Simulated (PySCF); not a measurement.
Method: PBE0-D3(BJ)/def2-TZVP (PySCF). Gas-phase values, no solvent. Excitations are Tamm–Dancoff values on a coarser integration grid. The basis has no diffuse functions, so Rydberg states are missing or too high.

Reference species (SMILES): `BC#C` (neutral, multiplicity 1).

```
Property                Value
-------------------  --------
S1 excitation (TDA)   3.86 eV
HOMO                 -8.09 eV
```

Changed species: `B1C=C1`.

Task: Give the shifts of the S1 excitation (TDA) and HOMO.

Result: the S1 excitation (TDA) goes up by 1.97 eV, to 5.83 eV; the HOMO rises by 0.07 eV, to -8.02 eV.
